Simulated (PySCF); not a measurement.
TeClBr, SMILES Cl[Te]Br.

The structure is a stationary point at PBE0-D3(BJ)/def2-TZVP. The def2 effective core potentials stand for the cores of Te; spin–orbit coupling is left out.

Method: PBE0/def2-TZVPD run with PySCF.

Gas-phase values at a fixed geometry.

```yaml
total_energy: -3302.00007 hartree
point_group: Cs
highest_occupied_level: -6.61 eV
lowest_empty_level: -2.87 eV
orbital_gap: 3.74 eV
dipole_moment: 1.66 D
quadrupole, principal values (traceless, Buckingham form, about the centre of nuclear charge): -3.73, -1.35, 5.08 D·Å
mean_static_polarisability: 77.5 bohr³ (11.49 Å³)
polarisability_principal_values: 59.2, 74.1, 99.3 bohr³
```
